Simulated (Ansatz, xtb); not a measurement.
Stretching the Cd1–H2 bond in CdH3N (SMILES [NH2][CdH]) (multiplicity 1 held, fragments rigid). Energies count from the point at 1.656 Å.
Geometry at that point (charge 0, multiplicity 1):
```xyz
5

Cd    -0.193    -0.041    -0.227
H     -1.209    -0.236    -1.520
N      1.162     0.268     1.250
H      1.499    -0.576     1.699
H      0.850     0.890     1.987
```

Restricted levels (R-, RO-) in cc, def2 and unpolarised 6-31G sets keep to the state of the molecule at rest. Active spaces are followed from a long bond inwards. Curves can end on different states.

Cores are frozen in the correlated methods.

Programs: Ansatz (Gaussian basis) for Hartree–Fock, density functionals and correlated methods; xtb for the GFN methods. Values without a source in brackets are computed. In def2 rows elements past Kr take small-core potentials, without spin–orbit coupling. The GFN methods have no spin term and hold the electronic entropy of 300 K.

Energies in kcal/mol.

```json
[
 {"R (Å)": "1.325", "GFN2-xTB": "19.2", "R-SCS-MP2/def2-SVP": "26.5", "CASSCF(2,2)/def2-SVP": "33.7", "FIC-MRCISD on CASSCF(2,2)/def2-SVP": "28.5", "FIC-MRCISD+Q on CASSCF(2,2)/def2-SVP": "27.5"},
 {"R (Å)": "1.490", "GFN2-xTB": "3.0", "R-SCS-MP2/def2-SVP": "5.0", "CASSCF(2,2)/def2-SVP": "8.3", "FIC-MRCISD on CASSCF(2,2)/def2-SVP": "6.0", "FIC-MRCISD+Q on CASSCF(2,2)/def2-SVP": "5.5"},
 {"R (Å)": "1.656", "GFN2-xTB": "0.0", "R-SCS-MP2/def2-SVP": "0.0", "CASSCF(2,2)/def2-SVP": "0.0", "FIC-MRCISD on CASSCF(2,2)/def2-SVP": "0.0", "FIC-MRCISD+Q on CASSCF(2,2)/def2-SVP": "0.0"},
 {"R (Å)": "1.822", "GFN2-xTB": "1.9", "R-SCS-MP2/def2-SVP": "3.3", "CASSCF(2,2)/def2-SVP": "0.6", "FIC-MRCISD on CASSCF(2,2)/def2-SVP": "2.4", "FIC-MRCISD+Q on CASSCF(2,2)/def2-SVP": "2.8"},
 {"R (Å)": "1.987", "GFN2-xTB": "5.9", "R-SCS-MP2/def2-SVP": "10.9", "CASSCF(2,2)/def2-SVP": "5.7", "FIC-MRCISD on CASSCF(2,2)/def2-SVP": "9.0", "FIC-MRCISD+Q on CASSCF(2,2)/def2-SVP": "9.6"},
 {"R (Å)": "2.236", "GFN2-xTB": "13.6", "R-SCS-MP2/def2-SVP": "25.5", "CASSCF(2,2)/def2-SVP": "16.7", "FIC-MRCISD on CASSCF(2,2)/def2-SVP": "21.8", "FIC-MRCISD+Q on CASSCF(2,2)/def2-SVP": "22.7"},
 {"R (Å)": "2.484", "GFN2-xTB": "22.2", "R-SCS-MP2/def2-SVP": "40.7", "CASSCF(2,2)/def2-SVP": "28.2", "FIC-MRCISD on CASSCF(2,2)/def2-SVP": "34.6", "FIC-MRCISD+Q on CASSCF(2,2)/def2-SVP": "35.8"},
 {"R (Å)": "2.898", "GFN2-xTB": "37.4", "R-SCS-MP2/def2-SVP": "62.9", "CASSCF(2,2)/def2-SVP": "44.2", "FIC-MRCISD on CASSCF(2,2)/def2-SVP": "51.7", "FIC-MRCISD+Q on CASSCF(2,2)/def2-SVP": "53.1"},
 {"R (Å)": "3.312", "GFN2-xTB": "51.5", "R-SCS-MP2/def2-SVP": "79.9", "CASSCF(2,2)/def2-SVP": "54.5", "FIC-MRCISD on CASSCF(2,2)/def2-SVP": "62.2", "FIC-MRCISD+Q on CASSCF(2,2)/def2-SVP": "63.5"},
 {"R (Å)": "3.809", "GFN2-xTB": "65.0", "R-SCS-MP2/def2-SVP": "93.5", "CASSCF(2,2)/def2-SVP": "60.7", "FIC-MRCISD on CASSCF(2,2)/def2-SVP": "68.1", "FIC-MRCISD+Q on CASSCF(2,2)/def2-SVP": "69.4"},
 {"R (Å)": "4.471", "GFN2-xTB": "76.5", "R-SCS-MP2/def2-SVP": "101.5", "CASSCF(2,2)/def2-SVP": "63.4", "FIC-MRCISD on CASSCF(2,2)/def2-SVP": "70.6", "FIC-MRCISD+Q on CASSCF(2,2)/def2-SVP": "71.8"},
 {"R (Å)": "5.299", "GFN2-xTB": "83.3", "R-SCS-MP2/def2-SVP": "98.2", "CASSCF(2,2)/def2-SVP": "64.0", "FIC-MRCISD on CASSCF(2,2)/def2-SVP": "71.2", "FIC-MRCISD+Q on CASSCF(2,2)/def2-SVP": "72.3"}
]
```

Doubts at one or more of the structures used: a restricted determinant that unrestricted orbitals would lower (R-SCS-MP2/def2-SVP).

Ansatz is an electronic-structure program.
